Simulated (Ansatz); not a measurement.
Cost and result for the atomization energy of C2H9BClNSi (`BN(CC)[SiH2]Cl`) (15 atoms, 14 bonds).

```xyz
15

B    -1.218    0.761    1.224
N    -0.108    0.412    0.447
C    -0.217    0.259   -1.010
C    -0.532   -1.166   -1.417
Si    1.452    0.175    1.166
Cl    2.719    1.705    0.626
H    -2.274    0.946    0.686
H    -1.093    0.870    2.409
H     0.717    0.589   -1.478
H    -0.999    0.934   -1.363
H    -1.486   -1.483   -0.990
H     0.241   -1.858   -1.072
H    -0.598   -1.248   -2.504
H     2.076   -1.061    0.640
H     1.321    0.164    2.634
```

Total charge 0; spin multiplicity 1. All single points use the PBE0-D4/def2-TZVP geometry. It is one conformer, not always the lowest. Program: Ansatz. All runs use 2 threads of an AMD EPYC 7R13 on a shared host and a share of an NVIDIA H100 80 GB. Times are those of one run each, without the atoms' runs, and a repeat can differ threefold. Electronic energies, without spin–orbit coupling; frozen cores. CCSD(T)/CBS adds CCSD(T) − MP2 in def2-TZVPP to the MP2 limit, and its time is that of the two runs behind it. T1 = 0.011. B3LYP takes the VWN-RPA correlation (the form of Gaussian; ORCA's B3LYP/G).

CCSD(T)/CBS is a level of theory with its own doubt, some kJ/mol a heavy atom from the limit and from the frozen cores, so smaller differences don't rank the functionals.

```csv
level,functions,wall time,atomization (kJ/mol),difference from CCSD(T)/CBS,per bond
r2SCAN-D4/def2-TZVPP (with forces),334,6.5 s,5545.2,14.2,1.0
B2PLYP/def2-TZVPP,334,7 s,5481.5,-49.5,-3.5
ωB97X-V/def2-TZVPP,334,8 s,5561.4,30.4,2.2
PBE-D4/def2-TZVPP (with forces),334,8 s,5605.1,74.1,5.3
ωB97M-V/def2-TZVPP (with forces),334,8 s,5564.2,33.2,2.4
PBE0-D4/def2-TZVPP,334,8.5 s,5548.7,17.7,1.3
MP2/def2-QZVPP,638,8.5 s,5540.9,9.9,0.7
B3LYP-D4/def2-TZVPP (with forces),334,9 s,5548.4,17.4,1.2
CCSD(T)/def2-TZVPP,334,10 s,5396.3,-134.7,-9.6
CCSD(T)/CBS(def2),–,19 s,5531.0,0.0,0.0
```

From PBE to PBE0 (25 % exact exchange), in def2-TZVPP and without D4, the atomization energy moves by −51.0 kJ/mol: exact exchange takes away binding that semilocal exchange gives to molecules. In def2-TZVPP, CCSD(T) changes the Hartree–Fock value by +1222.4 kJ/mol (the triples alone add +68.6 kJ/mol) and MP2 by +1287.0 kJ/mol; breaking electron pairs costs correlation energy, which Hartree–Fock lacks. The D4 term adds +59.2 kJ/mol with B3LYP and +31.6 kJ/mol with PBE0; it sums over pairs of atoms, weighted by their polarisabilities, and B3LYP, whose exchange is more repulsive, gets the larger term.
